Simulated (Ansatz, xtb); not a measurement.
**C5H7NSi2: which of two isomers lies lower**

Structure I is `N#C[SiH]1C=CC([SiH3])=C1`, a singlet and structure II is `N#C[Si]1([SiH3])C=CC=C1`, a singlet. Both are isolated molecules in the gas phase, relaxed with B3LYP-D3(BJ)/def2-SVP.

Quicker runs give these differences E(II) − E(I): GFN2-xTB +0.229 eV; HF/STO-3G −0.146 eV (at GFN2-xTB geometries); r2SCAN-D4/def2-SVP −0.127 eV (at GFN2-xTB geometries).

Which of the two would you expect CCSD(T)/def2-SVP + ΔMP2/def2-TZVPP electronic energies to favour?

Structure II; the calculation gives E(II) − E(I) = −0.076 eV.

The same difference at several levels:

| level | geometry | E(II) − E(I) (eV) | departure from the last row (eV) | job, with rough time for the two |
| --- | --- | --- | --- | --- |
| GFN2-xTB | GFN2-xTB | +0.229 | +0.306 | optimisation, 0.42 s |
| HF/STO-3G | GFN2-xTB | −0.146 | −0.070 | single point, 1 s |
| r2SCAN-D4/def2-SVP | GFN2-xTB | −0.127 | −0.050 | single point, 5.6 s |
| B3LYP-D3(BJ)/def2-SVP | B3LYP-D3(BJ)/def2-SVP | −0.121 | −0.045 | optimisation, 1.7 min |
| HF/def2-SVP | B3LYP-D3(BJ)/def2-SVP | +0.003 | +0.080 | part of the CCSD(T) run |
| MP2/def2-SVP | B3LYP-D3(BJ)/def2-SVP | −0.040 | +0.036 | part of the CCSD(T) run |
| CCSD(T)/def2-SVP | B3LYP-D3(BJ)/def2-SVP | −0.070 | +0.007 | single point |
| CCSD(T)/def2-SVP + ΔMP2/def2-TZVPP | B3LYP-D3(BJ)/def2-SVP | −0.076 |  | single point, 3 min |

As drawn, II has 1 Si–Si, 1 C–H in place of 1 C–Si, 1 Si–H.

GFN2-xTB puts the two in the other order. HF/def2-SVP finds them nearly level. The largest departure from CCSD(T)/def2-SVP + ΔMP2/def2-TZVPP is that of GFN2-xTB, 0.306 eV. The last row adds to CCSD(T) the change of the MP2 difference between the two basis sets, here −0.007 eV.

With thermal terms from frequencies at re-optimised GFN2-xTB minima (ideal gas, soft modes damped towards free rotors, one conformer each, 298.15 K, 1 atm): the zero-point term adds +0.066 eV; ΔH is −0.001 and ΔG −0.048 eV.

The correlated steps freeze 16 core orbitals. Codes used: Ansatz 0.2.0, xtb 6.7.1; the last row on 2 threads of Intel(R) Xeon(R) Processor @ 2.70GHz on a shared host.
